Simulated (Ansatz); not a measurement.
Gas-phase electronic energies from Ansatz, PBE0-D4/def2-TZVP geometries. CCSD(T)/CBS adds triple-zeta CCSD(T) − MP2 to the extrapolated MP2 energy (def2 sets, frozen cores). DFT in def2-TZVPP. B3LYP here is the variant with VWN-RPA as its local correlation; programs differ in this. Elements past krypton have def2 core potentials. For W outer-core shells are correlated without core-valence functions, which leaves a few kJ/mol of doubt a bond. One conformer a species, not always the lowest.

`[O]=[W](=[O])([OH])[F]` + `CC1([SiH3])C[SiH2]1` → `[CH3][W](=[O])(=[O])[OH]` + `FC1([SiH3])C[SiH2]1`  (redistribution)

`[O]=[W](=[O])([OH])[F]`:

Z-matrix (Å, degrees):
```
W
O 1 1.698
O 1 1.872 2 109.6
O 1 1.699 2 107.8 3 -117.8
F 1 1.857 2 109.6 3 122.9
H 3 0.960 1 126.3 2 9.1
```

`CC1([SiH3])C[SiH2]1`:

Z-matrix (Å, degrees):
```
C
C 1 1.517
H 1 1.095 2 111.7
H 1 1.096 2 111.0 3 119.5
H 1 1.093 2 111.6 3 -120.1
Si 2 1.856 1 115.6 3 176.0
C 2 1.552 1 115.6 3 -44.4
Si 2 1.859 1 118.9 3 29.6
H 6 1.489 2 109.7 1 -178.5
H 6 1.489 2 110.6 1 -58.2
H 6 1.492 2 111.2 1 62.0
H 7 1.086 2 117.6 1 -136.3
H 7 1.087 2 115.0 1 -0.3
H 8 1.478 2 120.6 1 148.3
H 8 1.479 2 117.6 1 -1.3
```

`[CH3][W](=[O])(=[O])[OH]`:

```xyz
9

C     0.563    0.979   -0.762
W    -0.568   -0.244    0.532
O    -0.140    0.248    2.105
O    -2.193    0.163    0.222
O    -0.195   -2.048    0.160
H     0.340    2.033   -0.581
H     1.631    0.814   -0.596
H     0.315    0.744   -1.801
H     0.245   -2.689    0.722
```

`FC1([SiH3])C[SiH2]1`:

Z-matrix (Å, degrees):
```
C
Si 1 1.870
C 1 1.533 2 118.9
F 1 1.389 2 112.7 3 -136.5
Si 1 1.877 2 120.5 3 76.2
H 2 1.488 1 111.4 3 72.4
H 2 1.484 1 110.3 3 -165.8
H 2 1.488 1 106.8 3 -46.6
H 3 1.086 1 117.9 2 -5.3
H 3 1.088 1 112.8 2 -139.6
H 5 1.475 1 117.6 2 147.4
H 5 1.477 1 119.4 2 -2.7
```

```csv
level,ΔE (kJ/mol),difference from CCSD(T)/CBS
PBE-D4,189.6,-3.5
r2SCAN-D4,197.2,4.1
PBE0-D4,193.0,-0.1
B3LYP-D4,190.5,-2.6
ωB97X-V,194.4,1.3
ωB97M-V,192.1,-1.0
B2PLYP,195.1,2.0
PBE,186.1,-7.0
r2SCAN,196.2,3.1
PBE0,190.0,-3.1
B3LYP,184.9,-8.2
HF/def2-TZVPP,190.8,-2.3
MP2/def2-TZVPP,209.6,16.5
SCS-MP2/def2-TZVPP,204.4,11.3
CCSD/def2-TZVPP,192.1,-1.0
CCSD(T)/def2-TZVPP,193.9,0.8
HF/def2-QZVPP,191.3,-1.8
MP2/def2-QZVPP,209.3,16.2
SCS-MP2/def2-QZVPP,204.2,11.1
HF/CBS(def2),191.4,-1.7
MP2/CBS(def2),208.8,15.7
CCSD/CBS(def2),191.2,-1.9
CCSD(T)/CBS,193.1,0
```

Largest T1 diagnostic among the species: 0.023, so the coupled-cluster value is less sure than usual.

The D4 term adds +5.5 kJ/mol with B3LYP and +3.0 kJ/mol with PBE0; it sums over pairs of atoms, weighted by their polarisabilities, and B3LYP, whose exchange is more repulsive, gets the larger term. From PBE to PBE0 (25 % exact exchange), in def2-TZVPP and without D4, ΔE moves by +3.9 kJ/mol. In def2-TZVPP, CCSD(T) changes the Hartree–Fock value by +3.1 kJ/mol (the triples alone add +1.8 kJ/mol) and MP2 by +18.8 kJ/mol.
